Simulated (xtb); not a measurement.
Br3Sb, triplet, at a GFN2-xTB geometry of the parent state (a higher spin typed on purpose: for a closed-shell molecule this is an excited state); xtb 6.7.1 with GFN1-xTB.

Here is a job for xtb.
```
$ xtb mol.xyz --gfn 1 --chrg 0 --uhf 2 --json

# file mol.xyz
4

Sb     0.48437488    -0.14074905     0.02308116
Br    -0.13874346    -2.90734237     0.00130489
Br     1.43832259     2.52971228     0.06062194
Br    -2.00538253     0.58272157    -0.09555938
```

Output, abridged:

```
   ID    Z sym.   atoms
    1   51 Sb     1
    2   35 Br     2-4

           -------------------------------------------------
          |                Calculation Setup                |
           -------------------------------------------------

           -------------------------------------------------
          |                 G F N 1 - x T B                 |
           -------------------------------------------------

          ...................................................
          :                      SETUP                      :
          :.................................................:
          :  # basis functions                  40          :
          :  # atomic orbitals                  36          :
          :  # shells                           12          :
          :  # electrons                        26          :
          :  # halogen bonds                     0          :
          :  max. iterations                   250          :
          :  Hamiltonian                  GFN1-xTB          :
          :  restarted?                      false          :
          :  GBSA solvation                  false          :
          :  PC potential                    false          :
          :  electronic temp.          300.0000000     K    :
          :  accuracy                    1.0000000          :
          :  -> integral cutoff          0.2500000E+02      :
          :  -> integral neglect         0.1000000E-07      :
          :  -> SCF convergence          0.1000000E-05 Eh   :
          :  -> wf. convergence          0.2000000E-04 e    :
          :  Broyden damping             0.4000000          :
          :  net charge                          0          :
          :  unpaired electrons                  2          :
          ...................................................

 iter      E             dE          RMSdq      gap      omega  full diag
   1    -13.9368822 -0.139369E+02  0.532E+00    2.56       0.0  T
   2    -13.7839734  0.152909E+00  0.862E+00    1.26       1.0  T
   3    -14.1384038 -0.354430E+00  0.416E+00    1.98       1.0  T
   4    -14.1484953 -0.100915E-01  0.213E+00    2.09       1.0  T
   5    -14.1694139 -0.209187E-01  0.172E+00    2.34       1.0  T
   6    -14.1901938 -0.207799E-01  0.243E-01    2.25       1.0  T
   7    -14.1904479 -0.254069E-03  0.132E-01    2.24       1.0  T
   8    -14.1905422 -0.942849E-04  0.451E-02    2.23       1.1  T
   9    -14.1905564 -0.141559E-04  0.670E-03    2.23       7.5  T
  10    -14.1905567 -0.325409E-06  0.292E-03    2.23      17.1  T
  11    -14.1905567 -0.237686E-07  0.243E-03    2.23      20.6  T
  12    -14.1905568 -0.475993E-07  0.285E-04    2.23     175.6  T
  13    -14.1905568 -0.616838E-09  0.728E-05    2.23     687.1  T
  14    -14.1905568 -0.454783E-10  0.245E-06    2.23   20419.0  T

   *** convergence criteria satisfied after 14 iterations ***

 transition dipole moment (au) for excitation:          13          14
     X       Y       Z
  -0.0002   0.0000   0.0050  total (au/Debye):    0.005   0.013
 dE (eV)             :    2.456
 oscillator strength :  0.21553E-05

         :::::::::::::::::::::::::::::::::::::::::::::::::::::
         ::                     SUMMARY                     ::
         :::::::::::::::::::::::::::::::::::::::::::::::::::::
         :: total energy             -14.188227653593 Eh    ::
         :: gradient norm              0.050799722636 Eh/a0 ::
         :: HOMO-LUMO gap              2.232184230841 eV    ::
         ::.................................................::
         :: SCC energy               -14.190556756086 Eh    ::
         :: -> electrostatic           0.014035345213 Eh    ::
         :: repulsion energy           0.004653662011 Eh    ::
         :: dispersion energy         -0.002324559518 Eh    ::
         :: halogen bond corr.         0.000000000000 Eh    ::
         :: add. restraining           0.000000000000 Eh    ::
         :: total charge               0.000000000000 e     ::
         :::::::::::::::::::::::::::::::::::::::::::::::::::::

           -------------------------------------------------
          |                Property Printout                |
           -------------------------------------------------

    * Orbital Energies and Occupations

         #    Occupation            Energy/Eh            Energy/eV
      -------------------------------------------------------------
         1        2.0000           -0.8641802             -23.5155
         2        2.0000           -0.7071876             -19.2436
         3        2.0000           -0.7071589             -19.2428
         4        2.0000           -0.7051443             -19.1880
         5        2.0000           -0.4831658             -13.1476
         6        2.0000           -0.4738529             -12.8942
         7        2.0000           -0.4584527             -12.4751
         8        2.0000           -0.4559443             -12.4069
         9        2.0000           -0.4530560             -12.3283
        10        2.0000           -0.4466645             -12.1544
        11        1.9992           -0.4439996             -12.0818
        12        1.9767           -0.4407430             -11.9932
        13        1.0241           -0.4336788             -11.8010
        14        1.0000           -0.3434248              -9.3451 (HOMO)
        15                         -0.2613935              -7.1129 (LUMO)
        16                         -0.2466386              -6.7114
        17                         -0.1284659              -3.4957
        18                         -0.1278713              -3.4796
        19                         -0.1180607              -3.2126
        20                         -0.1170518              -3.1851
        21                         -0.0988319              -2.6894
        22                         -0.0974226              -2.6510
        23                         -0.0959605              -2.6112
        24                         -0.0916261              -2.4933
        25                         -0.0904198              -2.4604
       ...                                ...                  ...
        36                          0.3913584              10.6494
      -------------------------------------------------------------
                  HL-Gap            0.0820313 Eh            2.2322 eV
             Fermi-level           -0.3698016 Eh          -10.0628 eV

  Mulliken/CM5 charges         n(s)   n(p)   n(d)
     1Sb    0.24628  0.23384   2.013  2.173  0.568
     2Br   -0.08086 -0.07760   1.980  5.100  0.001
     3Br   -0.08086 -0.07760   1.980  5.100  0.001
     4Br   -0.08456 -0.07864   1.962  5.121  0.002

Wiberg/Mayer (AO) data.
largest (>0.10) Wiberg bond orders for each atom

 ---------------------------------------------------------------------------
     #   Z sym  total        # sym  WBO       # sym  WBO       # sym  WBO
 ---------------------------------------------------------------------------
     1  51 Sb   2.836 --     4 Br   1.272     3 Br   0.782     2 Br   0.782
     2  35 Br   0.846 --     1 Sb   0.782
     3  35 Br   0.846 --     1 Sb   0.782
     4  35 Br   1.400 --     1 Sb   1.272
 ---------------------------------------------------------------------------

Topologies differ in total number of bonds
Writing topology from bond orders to xtbtopo.mol

 dipole moment from electron density (au)
     X       Y       Z
   1.2324  -0.3581   0.0587  total (Debye):    3.265

           -------------------------------------------------
          | TOTAL ENERGY              -14.188227653593 Eh   |
          | GRADIENT NORM               0.050799722636 Eh/α |
          | HOMO-LUMO GAP               2.232184230841 eV   |
           -------------------------------------------------

normal termination of xtb
```
